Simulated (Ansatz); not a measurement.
**Ligand exchange: SiH3Br + AuOH → SiH3(OH) + AuBr**

Species: SiH3Br `[SiH3]Br`, singlet; AuOH `[OH][Au]`, singlet; SiH3(OH), singlet; AuBr (bromogold), singlet. The partners trade Br for OH: Si–Br and Au–OH bonds give way to Si–OH and Au–Br.

Shapes, held fixed at every level: PBE0-D4/def2-TZVP. Programs: Ansatz 0.2.0. The zero-point and thermal change to 298 K, harmonic and unscaled (PBE0-D4/def2-TZVP), is +3.3 kJ/mol.

| level | kind | ΔH(298 K) (kJ/mol) | less CCSD(T)/def2-TZVPP |
| --- | --- | --- | --- |
| r2SCAN0-D4/def2-TZVPP | global hybrid | -163.8 | -6.3 |
| wB97M-V/def2-TZVPP | range-separated hybrid | -162.6 | -5.1 |
| wB97X-V/def2-TZVPP | range-separated hybrid | -159.4 | -1.9 |
| MP2/def2-SVP | perturbation theory | -150.6 | +6.9 |
| MP2/def2-TZVPP | perturbation theory | -156.3 | +1.2 |
| CCSD/def2-SVP | coupled cluster or CI | -154.4 | +3.1 |
| CCSD(T)/def2-TZVPP | coupled cluster or CI | -157.5 | 0.0 |

The highest level, CCSD(T)/def2-TZVPP, gives ΔH(298 K) = -157.5 kJ/mol; the levels span -163.8 to -150.6. The column of differences is taken from that level and isn't an error. No measured value is set beside it here. T1 is large for AuOH (0.030), AuBr (0.022), so single-reference values are less sure there. For atoms past krypton def2 sets carry core potentials with scalar relativity. Relativity is left out for Br. Outer-core shells of Au, Br are correlated in most correlated rows, in sets that cover them unevenly.
